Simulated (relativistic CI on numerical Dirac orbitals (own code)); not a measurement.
**Electric-dipole lines of Cd XXI**

Calculated at this level of theory: Dirac-Coulomb-Breit CI, orbitals from a KLI potential per configuration, model QED (radiative potential, 1s self-energy scaled to tabulated hydrogen-like ionisation energies), unscaled Slater integrals (own radial code, finite nucleus).

Configuration list (outside the closed core [Ne]): 3s²3p⁶3d¹⁰, 3s²3p⁶3d⁹4s, 3s²3p⁶3d⁹4p, 3s²3p⁶3d⁹4d, 3s²3p⁶3d⁹4f, 3s²3p⁶3d⁸4s², 3s²3p⁵3d¹⁰4s, 3s²3p⁶3d⁸4s4p, 3s²3p⁶3d⁹5s, 3s²3p⁵3d¹⁰4p, 3s²3p⁶3d⁸4p², 3s²3p⁶3d⁹5p, 3s²3p⁶3d⁸4s4d, 3s²3p⁶3d⁹5d, 3s²3p⁶3d⁸4p4d, 3s²3p⁵3d¹⁰4d, 3s²3p⁶3d⁹5f, 3s3p⁶3d¹⁰4s, 3s²3p⁵3d⁹4s², 3s²3p⁶3d⁹5g, 3s²3p⁶3d⁸4d², 3s²3p⁶3d⁹6s, 3s²3p⁵3d⁹4s4p, 3s²3p⁶3d⁹6p, 3s3p⁶3d¹⁰4p, 3s²3p⁵3d¹⁰4f, 3s²3p⁶3d⁹6d, 3s²3p⁵3d⁹4p², 3s²3p⁵3d⁹4s4d, 3s3p⁶3d⁹4s², 3s²3p⁵3d¹⁰5s, 3s3p⁶3d¹⁰4d, 3s²3p⁵3d⁹4p4d, 3s3p⁶3d⁹4s4p, 3s²3p⁵3d¹⁰5p, 3s²3p⁴3d¹⁰4s². Levels of other configurations are missing.

```tsv
λ vac (Å)	Lower	Upper	A (s⁻¹)	E lower (Ry)	E upper (Ry)
17.095	3s²3p⁶3d¹⁰ ¹S0 [1]	3s²3p⁶3d⁹5f ¹P°1 [143]	1.66e+13	0.0000	53.3063
17.406	3s²3p⁶3d¹⁰ ¹S0 [1]	3s²3p⁵3d¹⁰4d ¹P°1 [115]	7.72e+12	0.0000	52.3532
21.095	3s²3p⁶3d¹⁰ ¹S0 [1]	3s²3p⁶3d⁹4f ¹P°1 [55]	2.77e+13	0.0000	43.1973
58.588	3s²3p⁶3d⁹4s ³D3 [2]	3s²3p⁵3d¹⁰4s ³P°2 [56]	6.52e+11	27.8977	43.4516
80.447	3s²3p⁶3d⁹4f ³H°6 [39]	3s²3p⁶3d⁹5g ³I7 [135]	9.50e+11	41.7953	53.1228
80.621	3s²3p⁶3d⁹4f ³H°4 [49]	3s²3p⁶3d⁹5g ³I5 [146]	9.07e+11	42.3494	53.6525
80.642	3s²3p⁶3d⁹4f ³H°5 [40]	3s²3p⁶3d⁹5g ¹I6 [134]	9.21e+11	41.8209	53.1210
80.877	3s²3p⁶3d⁹4f ¹H°5 [50]	3s²3p⁶3d⁹5g ³I6 [147]	9.30e+11	42.3902	53.6575
81.045	3s²3p⁶3d⁹4f ³D°3 [42]	3s²3p⁶3d⁹5g ³F4 [138]	5.85e+11	41.9029	53.1468
81.236	3s²3p⁶3d⁹4f ³F°4 [43]	3s²3p⁶3d⁹5g ³G5 [139]	6.61e+11	41.9426	53.1601
81.318	3s²3p⁶3d⁹4f ³F°3 [52]	3s²3p⁶3d⁹5g ³F4 [149]	7.09e+11	42.4717	53.6779
81.396	3s²3p⁶3d⁹4f ¹G°4 [44]	3s²3p⁶3d⁹5g ¹H5 [141]	7.71e+11	41.9672	53.1627
81.525	3s²3p⁶3d⁹4f ³G°5 [45]	3s²3p⁶3d⁹5g ³H6 [142]	8.25e+11	41.9878	53.1656
81.557	3s²3p⁶3d⁹4f ³G°4 [53]	3s²3p⁶3d⁹5g ³H5 [151]	8.55e+11	42.5198	53.6932
81.745	3s²3p⁶3d⁹4f ³G°3 [54]	3s²3p⁶3d⁹5g ³H4 [150]	6.95e+11	42.5434	53.6911
81.772	3s²3p⁶3d⁹4f ¹F°3 [46]	3s²3p⁶3d⁹5g ¹G4 [140]	7.01e+11	42.0180	53.1619
159.90	3s²3p⁶3d⁹4p ³P°2 [6]	3s²3p⁶3d⁹4d ³P2 [20]	7.29e+10	30.8995	36.5986
161.48	3s²3p⁶3d⁹4p ³F°2 [8]	3s²3p⁶3d⁹4d ³G3 [29]	7.75e+10	31.4469	37.0902
162.77	3s²3p⁶3d⁹4p ³F°3 [7]	3s²3p⁶3d⁹4d ³G4 [19]	9.23e+10	30.9728	36.5714
173.59	3s²3p⁶3d⁹4d ³G4 [19]	3s²3p⁶3d⁹4f ³H°5 [40]	8.51e+10	36.5714	41.8209
177.12	3s²3p⁶3d⁹4d ³G4 [31]	3s²3p⁶3d⁹4f ¹H°5 [50]	8.41e+10	37.2452	42.3902
177.35	3s²3p⁶3d⁹4d ³F4 [26]	3s²3p⁶3d⁹4f ³G°5 [45]	7.13e+10	36.8496	41.9878
177.47	3s²3p⁶3d⁹4d ³G5 [22]	3s²3p⁶3d⁹4f ³H°6 [39]	8.33e+10	36.6604	41.7953
180.29	3s²3p⁶3d⁹4p ³F°3 [15]	3s²3p⁶3d⁹4d ³G4 [31]	8.10e+10	32.1906	37.2452
180.36	3s²3p⁶3d⁹4p ³D°3 [13]	3s²3p⁶3d⁹4d ³F4 [26]	5.82e+10	31.7971	36.8496
180.41	3s²3p⁶3d⁹4p ³F°4 [10]	3s²3p⁶3d⁹4d ³G5 [22]	8.08e+10	31.6092	36.6604
233.69	3s²3p⁶3d⁹4s ³D3 [2]	3s²3p⁶3d⁹4p ³D°3 [13]	1.82e+10	27.8977	31.7971
242.64	3s²3p⁶3d⁹4s ³D2 [3]	3s²3p⁶3d⁹4p ¹D°2 [11]	2.20e+10	27.9618	31.7174
245.17	3s²3p⁶3d⁹4s ¹D2 [5]	3s²3p⁶3d⁹4p ³F°3 [15]	2.53e+10	28.4737	32.1906
245.52	3s²3p⁶3d⁹4s ³D3 [2]	3s²3p⁶3d⁹4p ³F°4 [10]	2.55e+10	27.8977	31.6092
```

Terms are leading LS components. Brackets give the number of a level in order of energy, since labels repeat. The list gives strong lines, with weight on those to low levels, without lines whose two gauges differ by over a factor of 2.5, among the lowest 400 of 2327 levels, so that lines to higher ones, which can be the strongest, are missing. Levels whose partners in the same complex of configurations lie outside the list can be far off, and so can their lines. Rates are taken at the computed energies, electric ones in the length gauge.

At this charge energies of transitions that change n are usually good to better than 1 %, and those within a shell (Δn = 0) to a few per cent.

Question: From the table, what is the radiative lifetime of 3s²3p⁶3d⁹5f ¹P°1?

Answer: The listed rates from this level add up to about 1.66e+13 s⁻¹, 98 % of its decay; with all channels τ = 5.90e-14 s.

LS names give the leading component of a level, which can be under half, so a name can repeat, a term be missing and a line seem to break the LS rules.
